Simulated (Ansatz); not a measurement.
The lowest singlet and triplet of ClIn (SMILES [Cl][In]); geometries from B3LYP-D3(BJ)/def2-TZVP, each state relaxed from the structure named, with no frequency check.
Singlet (charge 0, multiplicity 1):
```xyz
2

Cl     0.000     0.000    -1.812
In     0.000     0.000     0.629
```

A positive gap puts the triplet lower; no zero-point energy. R- takes a restricted singlet. U- takes an unrestricted singlet (broken symmetry where lower, unprojected). The triplet is unrestricted in single-reference levels.

Cores are frozen in the correlated methods. Filled d and f shells under p-block atoms count as core.

Run with Ansatz (a program for electronic structure). Values without a source in brackets are computed. In def2 rows elements past Kr take small-core potentials, without spin–orbit coupling.

```tsv
level	gap E(singlet) − E(triplet), vertical, at the singlet's geometry (kcal/mol)
R-r2SCAN/def2-TZVPP	-78.42
U-r2SCAN/def2-TZVPP	-78.42
U-wB97X-V/def2-TZVPP	-82.77
R-B2PLYP/def2-TZVPP	…
U-MP2/def2-SVP	…
R-SCS-MP2/def2-QZVPP	-75.89
R-CCSD/def2-TZVPP	-74.35
R-CCSD(T)/def2-QZVPP	-74.97
R-CCSDT/def2-SVP	-73.40
```

Fill in the missing entries.


- R-B2PLYP/def2-TZVPP, gap E(singlet) − E(triplet), vertical, at the singlet's geometry (kcal/mol): -80.56
- U-MP2/def2-SVP, gap E(singlet) − E(triplet), vertical, at the singlet's geometry (kcal/mol): -70.83
